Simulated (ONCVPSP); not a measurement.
**potassium: excitation energies, all-electron against ONCV**

```
Element                 : K
Generator               : ONCVPSP 4.0.1
Type                    : optimised norm-conserving Vanderbilt (ONCV)
Functional              : Wu-Cohen
Relativity              : scalar-relativistic
Frozen core             : [Ar]
Valence charge          : 1
Reference configuration : 3d1
Partial waves           : s scattering state at 0.09 Ha: rc 3.00 bohr, ncon 4, nbas 8, qcut 1.8 1/bohr, 2 projectors, debl 2 Ha; p scattering state at 0.41 Ha: rc 4.40 bohr, ncon 4, nbas 8, qcut 2 1/bohr, 1 projector; 3d: rc 4.00 bohr, ncon 4, nbas 9, qcut 2.4 1/bohr, 2 projectors, debl 2.7 Ha
Local potential         : polynomial inside 2.80 bohr (lpopt 5, dvloc0 2 Ha)
Core correction         : Teter function fitted to the true core (icmod 2), fcfact 0.5
```

In the s channel the program set the typed energies aside and used 0.050, 2.050 Ha. In the p channel the program set the typed energies aside and used 0.050 Ha.

Energies are relative to the spin-unpolarised reference configuration 3d1; without spin polarisation the order of configurations can differ from experiment.

```json
{"valence configuration": "3d0 4s1", "charge": "0", "ΔE all-electron (eV)": "-2.366", "error AE − PS (meV)": "+89"}
{"valence configuration": "3d0 4p1", "charge": "0", "ΔE all-electron (eV)": "-0.888", "error AE − PS (meV)": "+23"}
```

(1) What are ΔE and the potential's error for 3d0.5 4s0.5?

(2) What are ΔE and the potential's error for 3d0 4s0.5?

Levels in the configuration 3d0 4s1:

| level | all-electron (eV) | pseudo (eV) |
| --- | --- | --- |
| 4s | -2.268 | -2.369 |

Answers

(1) ΔE = -1.173 eV all-electron; the error (AE − PS) is +26 meV.

(2) ΔE = -0.776 eV all-electron; the error (AE − PS) is +27 meV.
